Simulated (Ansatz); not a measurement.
# Ligand exchange: Ge(CH3)(OH) + InH2(OH) → Ge(OH)2 + InH2(CH3)

Species: Ge(CH3)(OH), singlet; InH2(OH), singlet; Ge(OH)2, singlet; InH2(CH3), singlet. The partners trade CH3 for OH: Ge–CH3 and In–OH bonds give way to Ge–OH and In–CH3.

Shapes, held fixed at every level: PBE0-D4/def2-TZVP. Flexible molecules stand in one conformer, not always the lowest. Programs: Ansatz 0.2.0. Electronic energies: no zero-point or thermal term.

```tsv
level	kind	ΔE (kJ/mol)	less CCSD(T)/def2-TZVPP	CPU time (sum over the molecules)
HF/def2-TZVPP	Hartree–Fock	-51.2	-4.5	–
SPW92/def2-TZVPP	LDA	-48.9	-2.2	8.3 s
PBE-D4/def2-TZVPP	GGA	-44.3	+2.4	16 s
r2SCAN-D4/def2-TZVPP	meta-GGA	-45.5	+1.2	30 s
wB97M-V/def2-TZVPP	range-separated hybrid	-50.6	-3.9	62 s
B2PLYP/def2-TZVPP	double hybrid	-48.2	-1.5	33 s
MP2/def2-TZVPP	perturbation theory	-50.5	-3.8	–
CCSD(T)/def2-TZVPP	coupled cluster or CI	-46.7	0.0	2.2 min
```

The highest level, CCSD(T)/def2-TZVPP, gives ΔE = -46.7 kJ/mol; the levels span -51.2 to -44.3. The column of differences is taken from that level and isn't an error. No measured value is set beside it here. For atoms past krypton def2 sets carry core potentials with scalar relativity. Relativity is left out for Ge. Outer-core shells of Ge, In are correlated, in sets that cover them unevenly. Times are processor times on shared x86 and Arm servers, and rough.
